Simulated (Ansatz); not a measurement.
Isolated molecules relaxed with PBE0-D4/def2-TZVP in Ansatz; ΔE leaves out vibrations. CBS: MP2 limit from def2 TZ/QZ plus the TZ coupled-cluster correction, frozen cores. Functionals use def2-TZVPP. For Zn outer-core shells are correlated without core-valence functions, which leaves a few kJ/mol of doubt a bond. Scalar relativity is left out up to krypton. One conformer a species, not always the lowest.

Reaction (redistribution): `[F][Zn][O][SiH3]` + `O[SiH2]O` → `[OH][Zn][O][SiH3]` + `O[SiH2]F`

`[F][Zn][O][SiH3]`:

```xyz
7

F     3.599    0.590   -0.778
Zn    1.905    0.230   -0.684
O     0.201   -0.153   -0.662
Si   -1.109   -0.163    0.303
H    -2.273   -0.662   -0.474
H    -0.905   -1.048    1.485
H    -1.419    1.205    0.809
```

`O[SiH2]O`:

Cartesian coordinates in Å:
```
O -0.525 1.290 -0.403
Si 0.248 0.054 0.351
O -0.011 -1.407 -0.354
H -0.246 1.515 -1.293
H 1.719 0.219 0.294
H -0.284 0.092 1.732
H -0.900 -1.763 -0.327
```

`[OH][Zn][O][SiH3]`:

Cartesian coordinates in Å:
```
O -0.379 3.192 -0.520
Zn -0.253 1.520 0.023
O -0.271 -0.113 0.663
Si 0.046 -1.658 0.281
H 0.410 3.546 -0.934
H -0.346 -2.534 1.416
H -0.705 -2.090 -0.934
H 1.498 -1.864 0.006
```

`O[SiH2]F`:

Cartesian coordinates in Å:
```
O 0.907 -0.888 -0.096
Si -0.271 0.196 0.207
F -1.528 -0.044 -0.748
H 1.411 -0.814 -0.908
H -0.699 -0.034 1.599
H 0.181 1.583 -0.055
```

(1) Is it downhill or uphill in electronic energy at CCSD(T)/CBS, and by how much? (Estimate.)

(2) What do these levels give: LDA (SPW92), PBE-D4, r2SCAN-D4, B97M-V, r2SCANh-D4, PBE-QIDH, PBE, PBE0, LC-ωPBE, HF/def2-SVP, SCS-MP2/def2-TZVPP, CCSD(T)/def2-TZVPP? (Estimate.)

(3) What do rigid-rotor, harmonic-oscillator terms from PBE0-D4/def2-TZVP frequencies (298.15 K, 1 bar) make of the CCSD(T)/CBS value? (Estimate.)

Largest T1 diagnostic among the species: 0.017.

Results:

(1) The calculation gave: Downhill: ΔE = -13.8 kJ/mol.

(2) Ansatz gave: LDA (SPW92) -18.1, PBE-D4 -14.3, r2SCAN-D4 -15.0, B97M-V -13.2, r2SCANh-D4 -14.4, PBE-QIDH -13.9, PBE -14.7, PBE0 -13.1, LC-ωPBE -11.1, HF/def2-SVP 2.8, SCS-MP2/def2-TZVPP -17.3, CCSD(T)/def2-TZVPP -16.1 kJ/mol.

(3) Computed: ΔZPE = -1.7 kJ/mol, ΔH = -14.3 kJ/mol, ΔS = 22 J/(mol·K), ΔG = -21.0 kJ/mol. Modes under 50 cm⁻¹ make the entropy rough.

In def2-TZVPP, CCSD(T) changes the Hartree–Fock value by −9.6 kJ/mol (the triples alone add −1.3 kJ/mol) and MP2 by −12.6 kJ/mol. From BLYP to BHLYP (50 % exact exchange), in def2-TZVPP and without D4, ΔE moves by +3.6 kJ/mol.
